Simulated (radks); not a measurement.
Q: Eu VI, configuration [Kr] 4d10 4f5 5s2 5p5 (the NIST ground configuration). Calculated with a radial shooting solver on a logarithmic mesh with Libxc functionals: scalar-relativistic Kohn-Sham, SCAN, spin-unpolarised, spherical densities, finite nucleus; meta-GGA in the generalised Kohn-Sham scheme; Fermi nuclear charge, rms radius 5.1115 fm. Some entries of the table are withheld. Estimate them.

orbital,occ.,eigenvalue (eV),r(max) (bohr)
1s,2,-48505.19,0.01420
2s,2,-8045.917,0.08047
2p,6,-7172.081,0.06514
3s,2,-1836.039,0.2285
3p,6,-1562.074,0.2242
3d,10,-1196.168,0.1841
4s,2,(1),0.5269
4p,6,-333.2582,0.5493
4d,10,-206.1493,0.5709
5s,2,-105.3792,1.194
5p,5,(2),1.333
4f,5,-68.5147,(3)

A: 
(1) 4s eigenvalue (eV): -424.2425
(2) 5p eigenvalue (eV): -81.0546
(3) 4f r(max) (bohr): 0.5752
